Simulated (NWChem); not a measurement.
System: CH3FZn; SMILES [CH3][Zn][F]

Input file for NWChem:

```
start job
memory heap 200 mb stack 900 mb global 1100 mb
geometry units angstroms noautoz
  Zn     0.000000     0.000000     0.028599
  F      0.000000     0.000000     1.775639
  C      0.000000     0.000000    -1.892844
  H     -0.535613    -0.879137    -2.282748
  H      1.029161    -0.024286    -2.282748
  H     -0.493549     0.903423    -2.282748
end
basis spherical
  * library def2-svp
end
dft
  xc m06-2x
  iterations 150
  mulliken
end
task dft energy
```

Geometry: optimised at PBE0/def2-SVP.

Q: Give the results of this calculation. (M06-2X/def2-SVP.) Quantities: energy (Ha); highest occupied level (eV); orbital gap (eV); dipole (D).

A: 
```
Property                        Value
---------------------------  --------
energy (Ha)                  -1918.73
highest occupied level (eV)     -9.63
orbital gap (eV)                 9.75
dipole (D)                       2.53
```
